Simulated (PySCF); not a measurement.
**Potential energy of MgBe along the bond**

Set-up: basis Mg def2-TZVP, Be def2-TZVP; no relativity; PySCF 2.14. Energies in eV from Mg + Be in their ground configurations at the same level. State: ¹Σ⁺ (singlet), closed shell.

All columns are PBE0. A positive dipole means Mg(−)Be(+).

| R (Å) | E (eV) | μ (D) | Mulliken charge on Mg (basis-dependent) | HOMO (eV) | LUMO (eV) | Mayer bond order | ⟨S²⟩ |
| --- | --- | --- | --- | --- | --- | --- | --- |
| 2.639 | -0.068 | -0.62 | 0.08 | -4.73 | -1.81 | 0.78 | 0.00 |
| 2.761 | -0.127 | -0.61 | 0.07 | -4.81 | -1.73 | 0.69 | 0.00 |
| 2.884 | -0.158 | -0.59 | 0.06 | -4.89 | -1.68 | 0.61 | 0.00 |
| 2.976 | -0.167 | -0.57 | 0.05 | -4.94 | -1.67 | 0.56 | 0.00 |
| 3.068 | -0.169 | -0.56 | 0.04 | -5.00 | -1.67 | 0.51 | 0.00 |
| 3.160 | -0.166 | -0.53 | 0.03 | -5.05 | -1.66 | 0.46 | 0.00 |
| 3.283 | -0.156 | -0.50 | 0.02 | -5.11 | -1.65 | 0.40 | 0.00 |
| 3.436 | -0.139 | -0.45 | 0.01 | -5.18 | -1.64 | 0.33 | 0.00 |
| 3.620 | -0.116 | -0.40 | 0.00 | -5.25 | -1.62 | 0.27 | 0.00 |
| 3.866 | -0.088 | -0.32 | 0.00 | -5.32 | -1.58 | 0.19 | 0.00 |

A fit through these points gives, at Re = 3.051 Å, μ = -0.56 D and dμ/dR = 0.221 D/Å; the reduced mass is 6.551 u.

How strong is the fundamental in the double-harmonic approximation, I = 42.26·(dμ/dR)²/μred km/mol?

I = 42.26·(0.221)²/6.551 = 0.315 km/mol at PBE0.

Closed-shell solutions of metal pairs were not tested for spin polarisation, which can lower them a little. The bond is weak. Basis-set superposition, not corrected here, can be much of De in a small basis, most of all at correlated wavefunction levels. Functionals without a dispersion term scatter widely for such bonds, and LDA overbinds them.
